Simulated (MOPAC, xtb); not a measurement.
Dimer: BiClH2 (SMILES [Cl][BiH2]) (first 4 atoms) with HF (SMILES F); geometry from B3LYP-D3(BJ)/def2-TZVP, rigid monomers moved along the line of their centres of mass till Cl1···H6 is 3.74 Å.
(charge 0, multiplicity 1):
```json
[
 {"atom": "Cl", "x (Å)": "1.8430", "y (Å)": "-0.7569", "z (Å)": "1.4460"},
 {"atom": "Bi", "x (Å)": "0.2613", "y (Å)": "0.5801", "z (Å)": "0.0195"},
 {"atom": "H", "x (Å)": "-0.5686", "y (Å)": "-0.8841", "z (Å)": "-0.6133"},
 {"atom": "H", "x (Å)": "1.3825", "y (Å)": "0.5393", "z (Å)": "-1.3942"},
 {"atom": "F", "x (Å)": "-1.4369", "y (Å)": "-1.1565", "z (Å)": "4.4601"},
 {"atom": "H", "x (Å)": "-0.5462", "y (Å)": "-1.3781", "z (Å)": "4.2567"}
]
```

Monomers are frozen at their geometry in the pair; levels with a basis set take the counterpoise correction.

The state reached by AM1, PM3 isn't checked.

The values were computed with MOPAC for AM1, PM3 (differences of heats of formation); xtb for the GFN methods. Each number belongs to the level named beside it.

Task: One of these levels gives -1.07 kcal/mol for the interaction energy. Name it.
(A) GFN1-xTB
(B) PM3
(C) AM1

Result: B, PM3. The others give -4.97 (AM1), -1.73 (GFN1-xTB)
